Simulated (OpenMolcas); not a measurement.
**W⁺: from CASSCF to CASPT2**

| Quantity | Value |
| --- | --- |
| Program | OpenMolcas 26.06 |
| Basis | ANO-RCC-VTZP [8s7p5d3f2g1h] |
| Scalar Hamiltonian | DKH2, point nucleus |
| Active space | 5 electrons in 6 orbitals (5d 6s) |
| State averaging | 2S+1 = 6 even, 6 roots; 2S+1 = 4 even, 35 roots; 2S+1 = 2 even, 5 roots (0 in the spin-orbit step) |
| Spin-orbit coupling | RASSI with atomic mean-field integrals over the reference wave functions, term energies averaged over their components |

Methods on the same reference wave functions:
A. CASSCF
B. SS-CASPT2, IPEA 0.25 Eh, imaginary shift 0.1 Eh (closed shells correlated: 5s 5p)

Energies in cm-1 above 5d4 6s 6D 1/2, the measured ground level; measured values from NIST Handbook of Basic Atomic Spectroscopic Data.

```csv
Level,A,B,Measured
5d4 6s 6D 1/2,0.0,0.0,0.0
5d4 6s 6D 3/2,985,1093,1519
5d4 6s 6D 5/2,2402,2600,3172
5d4 6s 6D 7/2,4038,4200,4716
5d4 6s 6D 9/2,5694,5690,6147
5d5 6S 5/2,8389,7940,7420
5d4 6s 4P 1/2,12758,10000,
5d4 6s 4P 3/2 [66 %],13817,10740,
```

Deviations, from unrounded energies. A percentage is the sum of absolute deviations over the sum of measured energies, with the sign that they share, or ± where signs differ.

```
                  Against measurement  Levels      A      B
       mean absolute deviation (cm-1)       5    680    500
fine structure of the ground term (%)       4  -15.7  -12.7
             other configurations (%)       1  +13.1   +6.9
```

B lies closest to measurement on these levels. The largest miss of B in the table is 5d4 6s 6D 5/2, by -580 cm-1. The ranking rests on the paired levels alone, and a cruder setting can come out closer through cancelling errors.

The lowest spin-free term lies below A's lowest term by 0.306 hartree in B.

Some high roots are left out of the spin-orbit mixing, which shifts the levels that they would mix with. A single d shell beside an s shell can misplace configurations of different d count against each other. Without dynamic correlation excited terms often stand tens of per cent too high (terms of higher spin than the ground term too low), and those without a measured partner can miss by more than the paired ones (holds for A). Configurations are named by rounded mean occupations; where the s occupation lies near a half they are strongly mixed, a name can repeat and a true partner stay unpaired (holds for B). Some terms miss by over 15 % even with CASPT2, which points to a basis or an active space too small for the shells correlated (holds for B). Computed and measured levels are paired by configuration, term and J; levels that our copy of the source lacks, or whose pairing is in doubt (as where it misses far off the trend of its configuration), stay unpaired and out of the deviations. Levels of configurations outside the active space are missing. Levels that lie high or do not pair safely by name in every column are left out.

A share in square brackets marks a mixed level and gives the weight of the term that names it, the lowest over the columns.
